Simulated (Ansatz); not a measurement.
Cost and result for the atomization energy of H7OSi3 (`O[Si]([SiH3])[SiH3]`) radical (11 atoms, 10 bonds).

```xyz
11

O     1.709    1.250   -0.489
Si    0.839   -0.096   -0.049
Si   -0.050    0.274    2.074
Si   -0.699   -0.789   -1.672
H     2.029    1.290   -1.392
H    -0.945    1.464    2.133
H     1.039    0.451    3.071
H    -0.838   -0.938    2.427
H    -1.778    0.203   -1.951
H     0.015   -1.053   -2.952
H    -1.320   -2.056   -1.200
```

Charge 0, multiplicity 2. The structure was optimised at the PBE0-D4/def2-TZVP level. It is one conformer, not always the lowest. Program: Ansatz. All runs use 4 threads of an Intel Xeon Platinum 8259CL on a shared host. Times are those of one run each, without the atoms' runs, and a repeat can differ threefold. Electronic energies, without spin–orbit coupling; frozen cores. CCSD(T)/CBS adds CCSD(T) − MP2 in def2-TZVPP to the MP2 limit, and its time is that of the two runs behind it. T1 = 0.016; ⟨S²⟩ of the reference is 0.76. HSE06 is the plane-wave form, built on full-range PBE exchange.

CCSD(T)/CBS is a level of theory with its own doubt, some kJ/mol a heavy atom from the limit and from the frozen cores, so smaller differences don't rank the functionals.

```
                           level  functions  wall time  atomization (kJ/mol)  difference from CCSD(T)/CBS  per bond
          LDA (SPW92)/def2-TZVPP        255      3.2 s                3697.9                        378.7      37.9
            revPBE-D4/def2-TZVPP        255      5.5 s                3250.4                        -68.8      -6.9
 PBE-D4/def2-TZVPP (with forces)        255        6 s                3303.0                        -16.2      -1.6
              PBE0-D4/def2-TZVPP        255      8.5 s                3275.4                        -43.8      -4.4
             BHLYP-D4/def2-TZVPP        255        9 s                3256.1                        -63.1      -6.3
             HSE06-D4/def2-TZVPP        255       10 s                3277.0                        -42.2      -4.2
           r2SCANh-D4/def2-TZVPP        255       14 s                3310.5                         -8.7      -0.9
                CCSD(T)/def2-SVP        103       15 s                3047.4                       -271.8     -27.2
               B97M-V/def2-TZVPP        255       15 s                3338.8                         19.6       2.0
ωB97M-V/def2-TZVPP (with forces)        255       25 s                3306.3                        -12.9      -1.3
                  MP2/def2-QZVPP        477       39 s                3271.4                        -47.8      -4.8
              CCSD(T)/def2-TZVPP        255     13 min                3223.4                        -95.8      -9.6
               CCSD(T)/CBS(def2)          –     14 min                3319.2                          0.0       0.0
```

From r2SCAN to r2SCAN0 (25 % exact exchange), in def2-TZVPP and without D4, the atomization energy moves by −40.3 kJ/mol: exact exchange takes away binding that semilocal exchange gives to molecules. Leaving LDA and LC-ωPBE aside and taking each functional with its dispersion term where it has one, the values, not all of them listed here, spread over 91.4 kJ/mol, from revPBE-D4 to ωB97X-V. LDA lies +420.8 kJ/mol from PBE without D4, its usual overbinding. At CCSD(T), def2-SVP lies −271.8 kJ/mol from the extrapolated value and def2-TZVPP −95.8 kJ/mol: correlation converges slowly with the basis, and small sets miss more of it in the bonded molecule than in its fragments.
